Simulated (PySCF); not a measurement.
MgHF, SMILES [F][MgH]. Heavy atoms are numbered as in [MgH:1][F:3]. Hydrogens are named by the atom that carries them.

Coordinates come from a r2SCAN-D4/def2-TZVPD optimisation.

All values below come from PySCF with KT2/pcSseg-2.

GIAO shieldings, no solvent; atoms alike by connectivity are averaged. δ = σ(ref) − σ: ¹H against TMS (σ = 31.47 ppm); ¹⁹F against CFCl3 (σ = 125.1 ppm), references at their B3LYP-D3(BJ)/def2-TZVP geometries, non-relativistic.

Computed chemical shifts:
```csv
nucleus,atoms,count,δ (ppm)
¹H,H on Mg1,1,4.79
¹⁹F,F3,1,-249.0
```
